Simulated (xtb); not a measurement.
C5H4O2, SMILES C=C1C(=O)C=CO1. All values are semi-empirical tight-binding results from xtb (GFN2-xTB unless named), good for trends rather than for accurate numbers. The structure is a stationary point at GFN2-xTB.

Computed properties:
```yaml
point_group_as_xtb_finds_it: Cs
orbital_gap: 2.49 eV
dipole_moment: 3.03 D
zero_point_energy: 47.9 kcal/mol
G − E(el) at 298.15 K (modified RRHO): 29.4 kcal/mol
static polarisability (D4 model): 63.2 bohr³
solvation energy, GFN2-xTB/ALPB(water): -3.5 kcal/mol
solvation energy, GFN2-xTB/ALPB(hexane): -5.3 kcal/mol
```

Computed IR lines (harmonic; lines under 4 % of the strongest left out, lines within 3 cm⁻¹ merged):
ν (cm⁻¹): 480 (w), 808 (w), 813 (w), 894 (m), 1046 (m), 1127 (m), 1222 (s), 1277 (w), 1582 (vs), 1674 (m), 1753 (vs) (against the strongest line: vs over 80 %, s over 45 %, m over 15 %, w over 4 %, vw less)
